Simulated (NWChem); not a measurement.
System: C2H5FOSi; SMILES [SiH](O)(C=C)F

The following NWChem deck was run.

```
start job
memory heap 200 mb stack 900 mb global 1100 mb
geometry units angstroms noautoz
  Si     0.007495    -0.516384    -0.426206
  O      0.770988    -1.684296     0.463836
  F     -1.556227    -0.417510    -0.022410
  C      0.718963     1.175198    -0.131395
  C     -0.026503     2.204440     0.294770
  H      0.102794    -0.986180    -1.823119
  H      0.914623    -1.485484     1.400142
  H      1.782269     1.344593    -0.313481
  H      0.388580     3.196392     0.467830
  H     -1.091442     2.093281     0.487467
end
basis spherical
  * library def2-tzvp
end
dft
  xc b3lyp
  iterations 150
  semidirect filesize 400000000
  mulliken
end
task dft energy
```

All runs use the structure optimised with B3LYP/6-31G* (spherical d).

What results follow from this input? (B3LYP/def2-TZVP.) Quantities: energy (Ha); highest occupied level (eV); orbital gap (eV); dipole (D).


```yaml
energy (Ha): -544.03
highest occupied level (eV): -8.09
orbital gap (eV): 6.96
dipole (D): 2.26
```
